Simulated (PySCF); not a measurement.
This PySCF input asks for the NMR shieldings of SMILES C#C[C@H]1C[SiH2]N[SiH2]1, C₄H₉NSi₂; the geometry comes from GFN2-xTB.

```python
import basis_set_exchange as bse
import numpy as np
from pyscf import gto, dft
from pyscf.prop import nmr

atoms = """
C     2.384329   -2.208796   -0.266458
C     1.716938   -1.223676   -0.127378
C     0.872922   -0.066118    0.016477
C    -0.018496    0.129833   -1.223467
Si   -1.438781    1.305356   -0.768121
N    -1.491434    0.897324    0.918636
Si   -0.256741   -0.132133    1.562739
H     2.982740   -3.062291   -0.382801
H     1.522367    0.811580    0.117027
H    -0.427734   -0.839685   -1.515570
H     0.579436    0.478742   -2.066698
H    -2.711219    0.983572   -1.418669
H    -1.098895    2.721973   -0.955351
H    -2.239899    1.224458    1.502722
H     0.367427    0.470430    2.743755
H    -0.750558   -1.481624    1.851746
"""
names = dict.fromkeys(["C", "Si", "N", "H"], "pcSseg-1")
basis = {el: gto.basis.parse(bse.get_basis(n, elements=[el], fmt="nwchem")) for el, n in names.items()}
mol = gto.M(atom=atoms, basis=basis, charge=0, verbose=0)
mf = dft.RKS(mol, xc="PBE0")
mf.grids.level = 2
mf.grids.alignment = dft.numint.BLKSIZE   # the property module wants whole blocks of grid points
mf.conv_tol = 1e-9
mf.kernel()

calc = nmr.RKS(mf)   # GIAO
C = mf.mo_coeff
Co = C[:, mf.mo_occ > 0]
resp = mf.gen_response(singlet=True, hermi=2)
def vind(x):   # induced exchange potential for any number of trial vectors
    d = np.einsum("pi,xij,qj->xpq", C, 2 * x.reshape(-1, C.shape[1], Co.shape[1]), Co, optimize=True)
    return np.einsum("xpq,pi,qj->xij", resp(d - d.transpose(0, 2, 1)), C, Co, optimize=True).ravel()
mo1, _ = nmr.rhf.solve_mo1(calc, with_cphf=vind)
sigma = calc.kernel(mo1)
for i, s in enumerate(sigma):   # ppm
    w = np.linalg.eigvalsh((s + s.T) / 2)
    print("%2d %-2s iso %8.1f  s11 %8.1f  s22 %8.1f  s33 %8.1f" % (i, mol.atom_pure_symbol(i), w.mean(), *w))
```

**Question.** What are the results?

**Answer.** 
```
 0 C  iso    113.2  s11     43.4  s22     47.6  s33    248.7
 1 C  iso     95.6  s11     -8.8  s22     -2.3  s33    298.0
 2 C  iso    173.4  s11    159.3  s22    170.1  s33    190.7
 3 C  iso    168.8  s11    148.1  s22    168.4  s33    189.9
 4 Si iso    370.6  s11    327.5  s22    360.0  s33    424.3
 5 N  iso    257.6  s11    223.1  s22    238.3  s33    311.5
 6 Si iso    367.3  s11    338.7  s22    347.2  s33    416.1
 7 H  iso     30.2  s11     25.0  s22     25.1  s33     40.6
 8 H  iso     29.4  s11     24.6  s22     28.0  s33     35.7
 9 H  iso     30.4  s11     26.0  s22     28.9  s33     36.3
10 H  iso     30.1  s11     25.5  s22     27.8  s33     36.9
11 H  iso     26.6  s11     23.2  s22     24.0  s33     32.7
12 H  iso     26.8  s11     23.2  s22     24.0  s33     33.1
13 H  iso     32.3  s11     22.6  s22     28.2  s33     46.1
14 H  iso     26.7  s11     23.2  s22     24.4  s33     32.4
15 H  iso     26.8  s11     23.4  s22     24.8  s33     32.3
```

These numbers come from an equivalent density-fitted implementation of the same equations, which agrees with the script to about 0.01 ppm for H and up to a few tenths of a ppm for heavy atoms, so last digits may differ.

**Question.** Turn these shieldings into chemical shifts. Shifts are taken against calculated references (same method and geometry level): ¹³C (σref 186.93), ²⁹Si (σref 349.16), ¹H (σref 31.72) against TMS; NH3 for ¹⁵N (σref 267.73).

**Answer.** Averaging equivalent atoms: C 1: 91.3; C 0: 73.7; C 3: 18.1; C 2: 13.5; Si 6: -18.2; Si 4: -21.4; N 5: 10.1; H 11: 5.07; H 14: 5.06; H 12: 4.96; H 15: 4.89; H 8: 2.29; H 10: 1.65; H 7: 1.50; H 9: 1.33; H 13: -0.59 ppm. Experimental scales use liquid or dissolved standards, which lie at an offset from isolated NH3 (liquid NH3: subtract about 20 ppm).

Size and cost of the density-fitted run: 178 basis functions, 40 s wall time on 1 thread of an Arm Neoverse V1, shared host; peak memory 0.82 GiB.
